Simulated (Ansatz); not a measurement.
Basis-set extrapolation for C₂H₆SSi₂ (`[SiH3]C#CS[SiH3]`) (PBE0-D4/def2-TZVP geometry, frozen core, Ansatz). Multiplicity 1, RHF reference.

|  | def2-TZVPP | def2-QZVPP |
| --- | --- | --- |
| HF | -1054.652056 | -1054.684290 |
| MP2 correlation | -0.724304 | -0.777353 |
| CCSD(T) correlation | -0.817951 | not run |

Energies in hartree. Use E(X) = E(∞) + A·exp(−7.88·√X) for Hartree–Fock and E(X) = E(∞) + B·X^(−2.97) for correlation, with X = 3 and 4, and add CCSD(T) minus MP2 of the smaller set to the MP2 limit.

Question: What is the CCSD(T) energy at the basis-set limit?

Answer: HF limit: -1054.684290 + (-0.032234) × 0.13774 = -1054.68873. MP2 limit: -0.777353 + (-0.053049) × 0.74074 = -0.81665. Higher-order term: -0.817951 − (-0.724304) = -0.09365. Total: -1055.59903 hartree, 3.51 eV below CCSD(T)/def2-TZVPP.
